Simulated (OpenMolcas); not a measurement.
An OpenMolcas run meant for Dy V (ANO-RCC-VQZP, DKH3; inactive shells 1s 2s 2p 3s 3p 3d 4s 4p 4d 5s 5p; intended active space 8 electrons in 7 orbitals (4f)). One step of its input:

```
&CASPT2
Multistate=7 1 2 3 4 5 6 7
Frozen=14 9
IPEA=2.0
Imaginary=0.1
MaxIter=60
WThr=0.0 0.3 0.05
PrWF=0.5
NoMix
```

The run finished. Its levels beside those of a sound run (SS-CASPT2, IPEA 0.25 Eh, imaginary shift 0.1 Eh (closed shells correlated: 5s 5p)), in eV above each run's lowest level:

```csv
Level,This run,Usual run
4f⁸ ⁷F₆,0.0000,0.0000
4f⁸ ⁷F₅,0.3393,0.3443
4f⁸ ⁷F₄,0.5564,0.5586
4f⁸ ⁷F₃,0.7078,0.7084
4f⁸ ⁷F₂,0.8108,0.8103
4f⁸ ⁷F₁,0.8746,0.8733
4f⁸ ⁷F₀,0.9051,0.9033
4f⁸ ⁵D₄,3.2396,2.9462
```

**Question.** Which setting is unsound, and how much does it matter here?

**Answer.** The IPEA shift is far above its usual 0.25 hartree. Against the sound run the excited levels shown move by 350 cm-1 on average and by 2400 cm-1 at most.

CASPT2 breaks the degeneracy within a term, and the mean is taken; among the terms shown or strongly mixed into the levels shown the widest spread is 160 cm-1 (4f⁸ ⁷F, this run). High states are left out of the spin-orbit mixing, which shifts the levels that they would mix with. Only configurations of the active space appear.
